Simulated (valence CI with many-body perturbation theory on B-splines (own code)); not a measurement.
**Energy levels of Ce⁸⁺**

Method: relativistic CI+MBPT: four valence electrons over a frozen Dirac-Fock core [Kr] 4d10, radial functions for each j: 7 s, 7 p, 7 d, 7 f, 4 g, 2 h, with the one-electron correlation potential Σ1 (screened to all orders), the two-electron term Σ2, the three-electron term Σ3, Breit, model QED; selected single and double excitations, second order for the rest, scaled by the run's own slope (own B-spline code, finite nucleus).

No measured spectrum was set against this ion. As an estimate, levels hold to about 250 cm⁻¹ or 0.2 % of their energy and the worst to 1 %, as in measured heavy ions of charge 2 to 7; those with d or f electrons hold less well. Among the levels kept, up to 470 cm⁻¹ of a level comes from second order outside the variational space, and about a tenth of that is noise between levels of different J, which matters for small intervals.

Levels 91 to 135 of 217, with energies above the lowest level, 5s²5p² ³P_0. "Leading %" is the weight of the configuration and term that name the level; weights of strongly mixed levels are sums over their largest components and can fall short. Lifetimes count E1, E2, E3, M1 and M2 decay at the calculated energies, and are blank where another channel may lead or the interval is too uncertain; long ones can be off by a factor of two.

| No. | Configuration | Term | J | E (eV) | Leading % | Lifetime | g |
| --- | --- | --- | --- | --- | --- | --- | --- |
| 91 | 4f5s5p² | ³P° | 2 | 35.481 | 24 | 46.0 ps | 1.250 |
| 92 | 5s²5p5d | ³D° | 1 | 35.609 | 34 | 34.5 ps | 0.814 |
| 93 | 4f²5s5p | ⁵I° | 4 | 35.816 | 56 | 4.34 ns | 0.782 |
| 94 | 5s²5p5d | ³F° | 4 | 35.867 | 59 | 1.04 ns | 1.146 |
| 95 | 4f²5s5p | ⁵I° | 5 | 36.109 | 53 | 25.0 ns | 0.995 |
| 96 | 4f²5s5p | ⁵H° | 6 | 36.455 | 47 | 24.6 ns | 1.169 |
| 97 | 4f²5s5p | ⁵G° | 2 | 36.487 | 36 | 79.6 ps | 0.726 |
| 98 | 4f²5s5p | ⁵G° | 2 | 36.549 | 45 | 83.8 ps | 0.667 |
| 99 | 4f²5s5p | ⁵H° | 3 | 36.605 | 59 | 4.98 ns | 0.661 |
| 100 | 4f²5s5p | ⁵G° | 3 | 36.763 | 50 | 9.00 ns | 0.918 |
| 101 | 4f²5s5p | ⁵H° | 4 | 36.782 | 45 | 4.49 ns | 0.934 |
| 102 | 4f²5s5p | ⁵G° | 4 | 36.965 | 39 | 14.2 ns | 1.223 |
| 103 | 4f²5s5p | ⁵G° | 5 | 36.995 | 27 | 4.18 ns | 1.096 |
| 104 | 4f²5s5p | ⁵H° | 7 | 37.112 | 55 | 8.70 ns | 1.234 |
| 105 | 4f²5s5p | ⁵G° | 6 | 37.240 | 40 | 5.20 ns | 1.208 |
| 106 | 5s²5p5d | ³D° | 3 | 37.315 | 28 | 41.1 ps | 1.192 |
| 107 | 4f²5s5p | ⁵G° | 5 | 37.523 | 35 | 2.00 ns | 1.230 |
| 108 | 4f²5s5p | ⁵F° | 2 | 37.547 | 35 | 735 ps | 1.132 |
| 109 | 4f²5s5p | ⁵D° | 3 | 37.556 | 41 | 2.85 ns | 1.301 |
| 110 | 4f²5s5p | ⁵D° | 4 | 37.583 | 50 | 6.69 ns | 1.291 |
| 111 | 4f²5s5p | ⁵F° | 1 | 37.594 | 52 | 861 ps | 0.361 |
| 112 | 4f5s5p² | ³D° | 2 | 37.639 | 43 | 52.9 ps | 1.162 |
| 113 | 4f²5s5p | ³H° | 4 | 37.788 | 25 | 826 ps | 1.007 |
| 114 | 4f5s5p² | ³D° | 1 | 37.840 | 50 | 49.2 ps | 0.816 |
| 115 | 4f5s5p² | ³G° | 4 | 37.949 | 47 | 64.7 ps | 1.091 |
| 116 | 4f5s5p² | ³G° | 5 | 37.984 | 77 | 54.7 ps | 1.179 |
| 117 | 4f5s5p² | ³F° | 3 | 38.004 | 28 | 61.9 ps | 0.962 |
| 118 | 5s²5p5d | ³P° | 0 | 38.176 | 75 | 32.9 ps |  |
| 119 | 4f²5s5p | ³I° | 5 | 38.180 | 36 | 870 ps | 0.989 |
| 120 | 4f²5s5p | ³F° | 4 | 38.256 | 27 | 1.36 ns | 1.021 |
| 121 | 4f²5s5p | ³G° | 3 | 38.300 | 56 | 695 ps | 0.853 |
| 122 | 4f5s5p² | ¹G° | 4 | 38.466 | 60 | 61.3 ps | 1.065 |
| 123 | 4f5s5p² | ³F° | 2 | 38.530 | 39 | 94.1 ps | 0.781 |
| 124 | 4f²5s5p | ³H° | 5 | 38.583 | 33 | 1.48 ns | 1.064 |
| 125 | 4f²5s5p | ⁵D° | 0 | 38.585 | 94 | 1.38 ns |  |
| 126 | 4f²5s5p | ³H° | 4 | 38.612 | 34 | 1.11 ns | 1.013 |
| 127 | 4f²5s5p | ³F° | 2 | 38.614 | 20 | 73.5 ps | 0.876 |
| 128 | 4f5s5p² | ¹F° | 3 | 38.623 | 25 | 60.4 ps | 1.078 |
| 129 | 4f²5s5p | ⁵D° | 1 | 38.661 | 64 | 136 ps | 1.335 |
| 130 | 4f²5s5p | ⁵D° | 2 | 38.705 | 41 | 1.31 ns | 1.319 |
| 131 | 4f²5s5p | ³H° | 5 | 38.723 | 34 | 2.42 ns | 1.088 |
| 132 | 4f²5s5p | ³G° | 3 | 38.736 | 19 | 123 ps | 1.024 |
| 133 | 4f²5s5p | ³H° | 6 | 38.739 | 32 | 4.63 ns | 1.103 |
| 134 | 5s²5p5d | ³P° | 1 | 38.747 | 28 | 34.2 ps | 1.093 |
| 135 | 4f²5s5p | ³D° | 3 | 38.917 | 39 | 302 ps | 1.171 |

Names give the largest LS component (configuration and term), which can be under half, so a name can repeat, a term be missing and a line seem to break the LS rules; names also repeat where a configuration has a term twice.

Where two levels of one J and parity lie close, their mixing, g and order are uncertain.
